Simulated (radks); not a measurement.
Results of a calculation; reference values are marked as such.
Numerical settings for neutral xenon, [Xe]. Level of theory: Dirac Kohn-Sham, PBE, spin-unpolarised, spherical densities, point nucleus (a radial shooting solver on a logarithmic mesh with Libxc functionals). The defaults (mesh step 0.008 in ln r, mesh end at 40 bohr or more with all orbitals vanishing there, Anderson mixing 0.5 over 9 steps, residual threshold near 1e-9 with the energy settled to 1e-9 hartree or 1e-11 of itself, here a cap of 93 iterations) give E = -7450.2700 hartree and 5p3/2 at -7.855 eV in 12 iterations. Times are rough (one thread of a shared host). Changes against that run (0 stands for a change within the tolerance of the run):

mesh step in ln r 0.012: iterations 12; converged yes; E (mhartree) 0; e(5p3/2) (meV) 0; CPU (s) 0.08
mesh step in ln r 0.08: iterations 5; converged no; E (mhartree) diverged; CPU (s) 0.02
mesh step in ln r 0.2: iterations 2; converged no; E (mhartree) diverged; CPU (s) 0.02
mesh end (bohr) 5: iterations 12; converged yes; E (mhartree) +86.7; e(5p3/2) (meV) +1.71e+03; CPU (s) 0.11
mesh end (bohr) 1: iterations 13; converged level above zero; E (mhartree) +3.36e+05; e(5p3/2) (meV) +1.02e+06; CPU (s) 0.09
residual threshold 1e-05: iterations 9; converged yes; E (mhartree) 0; e(5p3/2) (meV) +0.169; CPU (s) 0.1
residual threshold 0.01: iterations 8; converged yes; E (mhartree) 0; e(5p3/2) (meV) -3.4; CPU (s) 0.09
mixing 0.01: iterations 20; converged yes; E (mhartree) 0; e(5p3/2) (meV) 0; CPU (s) 0.18
linear mixing, mixing 0.05: iterations 93; converged no; E (mhartree) +0.00326; e(5p3/2) (meV) -36.6; CPU (s) 0.69
linear mixing, mixing 0.2: iterations 88; converged yes; E (mhartree) 0; e(5p3/2) (meV) 0; CPU (s) 0.57
mixing history 20: iterations 15; converged yes; E (mhartree) 0; e(5p3/2) (meV) 0; CPU (s) 0.13
iteration cap 3: iterations 3; converged no; E (mhartree) +1.67; e(5p3/2) (meV) +380; CPU (s) 0.04

Settled on a wrong energy, with an occupied level pushed above zero by the early mesh end: mesh end (bohr) 1 (+336 hartree). Apart from these: settings that end as converged yet miss the energy by more than 1 mhartree: mesh end (bohr) 5 (+0.0867 hartree). A mesh that ends early acts as a hard wall.
